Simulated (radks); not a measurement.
The numbers below are computed, except where a source is named.
Spherical quantum dot in the effective-mass picture: electrons in a hard-walled sphere of radius 1.59, all in effective atomic units (hartree* = m*/eps^2 hartree, bohr* = eps/m* bohr), one dielectric constant everywhere. Level of theory: non-relativistic Kohn-Sham, LDA (Slater exchange, Perdew-Wang correlation), spin-polarised, spherical densities (a radial shooting solver with Libxc functionals). Levels are named by radial order and angular momentum (1s, 1p, 1d, 2s, ...), and open shells are averaged over m. Results are scaled to m* = 0.117 and eps = 6.3, for which hartree* = 80.21 meV and bohr* = 2.849 nm. Each electron was tried in the lowest free levels, single moves between levels near the top were tried too, and the lowest total energy was kept; such a search can miss a lower state. At N = 1 the Hartree and exchange-correlation terms need not cancel, so that row can carry a self-interaction error.

N	open shells	2S	E (meV)	mu = E(N) - E(N-1) (meV)	addition energy mu(N+1) - mu(N) (meV)	e(HOMO) (meV)	rms radius (nm)
1	1s(up 1, down 0)	1	160.299	160.30	83.58	191.88	2.420
2	none	0	404.179	243.88	218.0	276.37	2.469
3	1p(up 1, down 0)	1	866.077	461.90	64.74	493.79	2.613
4	1p(up 2, down 0)	2	1392.72	526.64	66.65	559.78	2.689
5	1p(up 3, down 0)	3	1986.02	593.30	86.92	626.93	2.740
6	1p(up 3, down 1)	2	2666.23	680.21	63.88	711.76	2.779
7	1p(up 3, down 2)	1	3410.32	744.09	65.49	776.67	2.810
8	none	0	4219.91	809.58	250.3	842.61	2.836
9	1d(up 1, down 0)	1	5279.81	1059.9	62.93	1091.3	2.877
10	1d(up 2, down 0)	2	6402.65	1122.8	63.35	1154.5	2.911
11	1d(up 3, down 0)	3	7588.83	1186.2	63.61	1218.0	2.939
12	1d(up 4, down 0)	4	8838.62	1249.8	63.78	1281.7	2.963
13	1d(up 5, down 0)	5	10152.2	1313.6	82.23	1345.5	2.985
14	1d(up 5, down 1)	4	11548.0	1395.8	62.19	1426.8	3.004
15	1d(up 5, down 2)	3	13006.0	1458.0	62.59	1489.2	3.022
16	1d(up 5, down 3)	2	14526.6	1520.6	62.85	1552.0	3.037
17	1d(up 5, down 4)	1	16110.0	1583.4	63.02	1614.9	3.052
18	none	0	17756.4	1646.4	260.7	1678.0	3.065
19	2s(up 1, down 0)	1	19663.5	1907.1	87.53	1947.2	3.051
20	2s(up 1, down 0) 1f(up 1, down 0)	2	21658.1	1994.6	61.32	2025.3	3.069
21	2s(up 1, down 0) 1f(up 2, down 0)	3	23714.1	2055.9	61.42	2086.6	3.085
22	2s(up 1, down 0) 1f(up 3, down 0)	4	25831.4	2117.4	61.50	2148.1	3.100
23	2s(up 1, down 0) 1f(up 4, down 0)	5	28010.3	2178.9	61.55	2209.6	3.114
24	2s(up 1, down 0) 1f(up 5, down 0)	6	30250.7	2240.4	60.98	2274.0	3.127
25	1f(up 7, down 0)	7	32552.1	2301.4	62.84	2329.2	3.164
26	2s(up 1, down 0) 1f(up 7, down 0)	8	34916.4	2364.2	79.09	2404.6	3.151
27	2s(up 1, down 0) 1f(up 7, down 1)	7	37359.7	2443.3	60.70	2473.7	3.161
28	2s(up 1, down 0) 1f(up 7, down 2)	6	39863.7	2504.0	58.70	2536.5	3.172
29	1f(up 7, down 4)	3	42426.5	2562.7	58.28	2590.5	3.203
30	1f(up 7, down 5)	2	45047.5	2621.0	61.11	2651.6	3.211
31	1f(up 7, down 6)	1	47729.6	2682.1	61.15	2712.7	3.220
32	none	0	50472.9	2743.3	81.58	2773.9	3.227
33	2s(up 1, down 0)	1	53297.7	2824.9	-	2865.1	3.216

All shells are closed at N = 2, 8, 18, 32 (there: 1s2 1p6 1d10 1f14); the second difference of the energy has clear peaks (12 % above both neighbours; the first and last values, which can be the largest, are not judged, and half-filled shells can peak too) at N = 2, 5, 8, 13, 18, 26.
